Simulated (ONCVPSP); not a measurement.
# How hard is this Tb ONCV potential?

terbium, optimised norm-conserving Vanderbilt (ONCV), made with ONCVPSP 4.0.1 (LDA (Perdew-Wang 92), scalar-relativistic). Core [Kr] 4d10 4f8, reference 5s2 5p6 5d1 6s1.75 6p0.25. Waves: 5s+6s: rc 2.30 bohr, ncon 3, nbas 7, qcut 6.2 1/bohr, 2 projectors; 5p+6p: rc 2.30 bohr, ncon 5, nbas 9, qcut 4.8 1/bohr, 2 projectors; 5d: rc 2.90 bohr, ncon 4, nbas 9, qcut 6.3 1/bohr, 1 projector. Local part: polynomial inside 1.45 bohr (lpopt 1, dvloc0 -1 Ha). Core correction: polynomial model core, fcfact 0.65.

**Question.** For each optimised wave give the share of its norm inside rc, the residual kinetic energy above qcut (Ha) and the cutoffs (Ha) for errors of 10, 1, 0.1 and 0.01 mHa per electron.

**Answer.**

```tsv
wave	norm inside rc	residual KE	10 mHa	1 mHa	0.1 mHa	0.01 mHa
5s	0.974	1.1e-07	7.8	11.2	13.8	15.7
6s	0.091	6.2e-08	3.2	10.1	13.1	15.4
5p	0.911	5.3e-05	5.5	7.1	9.3	43.4
6p	0.030	1.6e-05	3.6	5.5	7.2	13.2
5d	0.624	6.6e-10	6.4	9.1	11.5	13.6
```

The occupied waves need 11 Ha and 14 Ha for 1 and 0.1 mHa. Note: no bound ghost flagged; GHOST(+) flagged for s at 108.3 eV.
